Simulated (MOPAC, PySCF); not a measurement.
C₂H₄N₂, SMILES `N=C=CN` (C–C–N–H torsion 124°), neutral singlet in the gas phase. 

Cartesian coordinates (Å):
```xyz
8

N      1.9364     0.0823     0.4274
C      0.8470    -0.1189    -0.1073
C     -0.3343    -0.4171    -0.5938
N     -1.5389     0.2959    -0.3235
H      2.5049     0.8037    -0.0270
H     -0.3944    -1.1930    -1.3493
H     -2.2490    -0.3277     0.0472
H     -1.3848     1.0287     0.3586
```
Charge 0, multiplicity 1.

All levels are single points at this geometry (r2SCAN-D4/def2-TZVP); Pople sets use spherical d functions. Orbital energies aren't observables, and empty levels follow the basis.

| level | HOMO (eV) | LUMO (eV) | gap (eV) | dipole (D) | vertical IE, Delta-SCF (eV) |
|---|---|---|---|---|---|
| r2SCAN-D4/def2-TZVP in PySCF | -4.82 | -1.23 | 3.60 | 0.96 | 8.00 |
| B3LYP/3-21G in PySCF | -4.91 | -0.03 | 4.88 | 0.86 | – |
| B3LYP/6-31G* in PySCF | -5.26 | -0.20 | 5.05 | 0.90 | 7.90 |
| M06-2X/6-31G* in PySCF | -6.75 | 1.02 | 7.77 | 0.84 | – |
| SVWN5/6-31G* in PySCF | -4.29 | -1.26 | 3.03 | 0.94 | 7.84 |
| HF/3-21G in PySCF | -8.26 | 4.36 | 12.62 | 0.82 | – |
| HF/STO-3G in PySCF | -6.49 | 7.87 | 14.36 | 0.58 | – |
| PM3 in MOPAC | -8.43 | 0.81 | 9.24 | 0.41 | – |
| PM7 in MOPAC | -8.86 | 0.41 | 9.27 | 0.62 | – |
